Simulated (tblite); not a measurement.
C6H4F3O (doublet state).
Z-matrix (Å and degrees, GFN2-xTB geometry), rows numbered from 1:
```
C 
C   1  1.2967
O   2  1.2926  1  143.39
C   3  1.3326  2  124.42  1   -88.71
C   4  1.3625  3  122.51  2  -168.67
C   5  1.4253  4  125.76  3    -0.20
F   6  1.3490  5  118.73  4     0.81
C   6  1.3469  5  124.40  4  -179.44
F   8  1.3270  6  125.94  5  -179.83
F   8  1.3333  6  122.99  5     0.25
H   1  1.0891  2  123.25  3     1.27
H   1  1.0762  2  121.12  3  -176.19
H   4  1.0840  3  117.21  2    10.79
H   5  1.0762  4  118.32  3  -179.50
```

Method: GFN2-xTB as coded in tblite; computed harmonic values from a numerical Hessian at the method's own geometry, unscaled. The method is semi-empirical: single wavenumbers can be off by several per cent or more. One conformer, not necessarily the lowest. Open shells enter through the occupations alone, without spin polarisation, and single modes of such species can be off by tens of per cent.

Harmonic wavenumbers (cm⁻¹): 45.4, 55.9, 95.7, 122.5, 146.7, 168.6, 274.7, 286.9, 331.0, 340.2, 383.3, 442.8, 496.1, 514.3, 593.8, 671.3, 757.3, 797.6, 834.9, 852.2, 956.5, 994.4, 1049.6, 1128.6, 1208.0, 1239.9, 1256.5, 1354.8, 1375.9, 1547.4, 1674.4, 1831.8, 2908.9, 3040.2, 3105.8, 3134.0.

A = 4307, B = 547.4, C = 489.5 MHz; mass 149.021 u (most abundant isotopes); point group C1, symmetry number 1; spin multiplicity 2.

Q: What is the zero-point energy?

A: ½Σν̃ = 18009 cm⁻¹ = 51.49 kcal/mol.

Q: Give the ideal-gas entropy at 400 K and 1 bar in the rigid-rotor, harmonic-oscillator model (classical rotation).

A: Translation 42.39, rotation 30.89, vibration 42.11, spin (R ln 2) 1.38: S = 116.8 cal/(mol K).

Q: And Cp and H(400 K) − H(0)?

A: Cp = 45.47 cal/(mol K), of which vibrations give 37.52 (their classical limit is 36 R = 71.5); H(400 K) − H(0) = 11.57 kcal/mol without the zero-point energy, 8.39 from vibrations.

Q: Blend soft modes into free rotors: weight 1/[1 + (100 cm⁻¹/ν̃)⁴] for the oscillator and the rest for a rotor with moment μB/(μ + B), μ = h/(8π²ν), B = 10⁻⁴⁴ kg m². What vibrational entropy results?

A: 38.35 cal/(mol K) in place of 42.11, which changes −T·S at 400 K by +1.50 kcal/mol.

Q: Which modes carry the vibrational entropy at 400 K?

A: 45.4 cm⁻¹: 5.59; 55.9 cm⁻¹: 5.18; 95.7 cm⁻¹: 4.12; 122.5 cm⁻¹: 3.63; 146.7 cm⁻¹: 3.28; 168.6 cm⁻¹: 3.01 cal/(mol K); the other 30 give 17.30 together.

Hindered rotation and anharmonicity are outside this model. Other conformers, if any are populated, would add a mixing term that is left out. The structure is chiral; the term R ln 2 for an equal mix with its mirror image is left out.
